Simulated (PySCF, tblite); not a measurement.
Isomers of C4H5ClO2, one GFN2-xTB conformer each. Single-point energies are computed at PBE0/pcSseg-1 (PySCF, gas phase, no added dispersion term), electronic only.

**Question.** Rank them by PBE0/pcSseg-1 energy, lowest first (kJ/mol).
A. `[CH3:1][O:2]/[CH:3]=[CH:4]\[C:5](=[O:6])[Cl:7]` with C1–O2–C3–C4 178°, C3–C4–C5–O6 179°
B. `[O:1]=[C:2]1[O:3][CH2:4][C@@H:5]1[CH2:6][Cl:7]` with C4–C5–C6–Cl7 73°

**Answer.** B (0.0), A (61.4).

As drawn, the lower has a four-membered ring and a C(=O)–O unit, which the higher lacks; the higher has a C=C bond outside aromatic rings, which the lower lacks. GFN2-xTB itself gives, in the same order: 0.0, 45.2. Both levels put the same isomer lowest.

**Question.** Which frontier levels, dipoles and rotational constants go with these structures?

**Answer.** 
```csv
SMILES,"HOMO (eV, PBE0/pcSseg-1)",LUMO (eV),dipole (D),"A, B, C (MHz)"
O=C1OC[C@@H]1CCl,-8.34,-0.42,2.30,"5314, 1207, 1028"
CO/C=C\C(=O)Cl,-7.59,-1.67,6.41,"4300, 1408, 1068"
```

**Question.** What happens when harmonic zero-point energies from GFN2-xTB frequencies are added?

**Answer.** 
```tsv
SMILES	ZPE (kJ/mol)	electronic (kJ/mol)	with ZPE (kJ/mol)
O=C1OC[C@@H]1CCl	224.1	0.0	0.0
CO/C=C\C(=O)Cl	217.3	61.4	54.6
```

The zero-point energies span 6.8 kJ/mol. The order is unchanged.
